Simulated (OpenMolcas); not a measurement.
Computed levels of 4d2 in ions with 38 electrons, in cm-1 above 3F2.

```
Program             : OpenMolcas 26.06
Method              : SS-CASPT2, IPEA 0.25 Eh, imaginary shift 0.1 Eh
Basis               : ANO-R2
Scalar Hamiltonian  : X2C, finite nucleus
Spin-orbit coupling : RASSI with atomic mean-field integrals over the reference wave functions, term energies averaged over their components
```

Active space for each ion: 2 electrons in 5 orbitals (4d); closed shells correlated by CASPT2: 4s 4p.

| Level | Zr2+ | Nb3+ | Mo4+ | Tc5+ | Rh7+ |
| --- | --- | --- | --- | --- | --- |
| 3F3 | 719 | 1072 | 1570 | 2080 | 3510 |
| 3F4 | 1550 | 2310 | 3340 | 4380 | 7200 |
| 1D2 | 5200 | 7980 | 9900 | 11690 | 14970 |
| 3P0 | 8250 | 10210 | 11620 | 13160 | 15900 |
| 3P1 | 8530 | 10640 | 12270 | 14040 | 17480 |
| 3P2 | 9050 | 11530 | 13700 | 16060 | 21160 |
| 1G4 | 11020 | 14170 | 16770 | 19270 | 24310 |
| 1S0 | 23300 | 31740 | 37740 | 43350 | 53960 |

Task: Estimate 3F4, 1D2, 3P0 for Ru6+ from its neighbours Tc5+ and Rh7+.

Result: 3F4 is fine structure, which grows about as the fourth power of a screened charge, so the fourth roots are averaged: ((4380^0.25 + 7200^0.25) / 2)^4 = 5659. The calculation gives 5690, so the estimate is off by -0.5 %.
1D2 is another term, which grows about linearly with the charge: (11690 + 14970) / 2 = 13330. The calculation gives 13330, so the estimate is off by 0 %.
3P0 is another term, which grows about linearly with the charge: (13160 + 15900) / 2 = 14530. The calculation gives 14530, so the estimate is off by 0 %.

Mixed levels, with the weight of the term that names them: Ru6+ 1D2 (74 %), Rh7+ 1D2 (69 %), Rh7+ 3P2 (72 %).

CASPT2 does not keep the components of a term degenerate, so their means are used; among the terms shown or strongly mixed into the levels shown the widest spread is 760 cm-1 (4d2 1G, Nb3+). Levels of configurations with an s electron are missing; early in the row they begin among the upper levels of the d shell and mix with terms of their name (holds for Zr2+). Only configurations of the active space appear.
